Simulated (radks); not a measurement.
Problem. Radial electron density D(r) = 4 pi r^2 rho(r) of an atom or ion with 3 electrons. Method: scalar-relativistic Kohn-Sham, BLYP, spin-polarised, spherical densities, finite nucleus; Fermi nuclear charge, rms radius of each element as measured or else 0.836 A^(1/3) + 0.57 fm; computed with a radial shooting solver on a logarithmic mesh with Libxc functionals.

| r (bohr) | D(r) (e/bohr) | spin D(r) |
|---|---|---|
| 0.001676 | 3.132 | 0.190 |
| 0.002031 | 4.337 | 0.263 |
| 0.002461 | 5.962 | 0.360 |
| 0.002982 | 8.124 | 0.489 |
| 0.003585 | 10.82 | 0.648 |
| 0.004343 | 14.41 | 0.857 |
| 0.005263 | 18.89 | 1.11 |
| 0.006377 | 24.31 | 1.41 |
| 0.007665 | 30.30 | 1.73 |
| 0.009287 | 37.11 | 2.06 |
| 0.01125 | 43.95 | 2.35 |
| 0.01363 | 49.98 | 2.51 |
| 0.01639 | 53.98 | 2.47 |
| 0.01986 | 55.16 | 2.16 |
| 0.02406 | 52.43 | 1.56 |
| 0.02916 | 45.66 | 0.788 |
| 0.03505 | 36.32 | 0.155 |
| 0.04246 | 25.67 | 0.0593 |
| 0.05145 | 16.65 | 1.01 |
| 0.06234 | 11.15 | 3.18 |
| 0.07494 | 9.356 | 5.94 |
| 0.0908 | 9.496 | 8.41 |
| 0.11 | 9.401 | 9.15 |
| 0.1333 | 7.730 | 7.69 |
| 0.1602 | 5.025 | 5.02 |
| 0.1942 | 2.370 | 2.37 |
| 0.2352 | 0.7792 | 0.779 |
| 0.285 | 0.1671 | 0.167 |
| 0.3426 | 0.02373 | 0.0237 |
| 0.4151 | 0.001708 | 0.00171 |

What is the nuclear charge?

Solution. Z = 48. The innermost maximum, from 1s, lies near gamma/Z bohr with gamma = sqrt(1 - (Z/c)^2) = 0.937, here 0.0195 bohr (found: 0.0192), and its height grows with Z. The density is that of the cadmium ion Cd45+ in [He] 2s1; the configuration itself is not fixed sharply by these data, and Z only to a few units. D(r) has 2 maxima, at r = 0.0192, 0.0992 bohr, and minima at 0.0793 bohr, inside which lie 2.13 electrons.
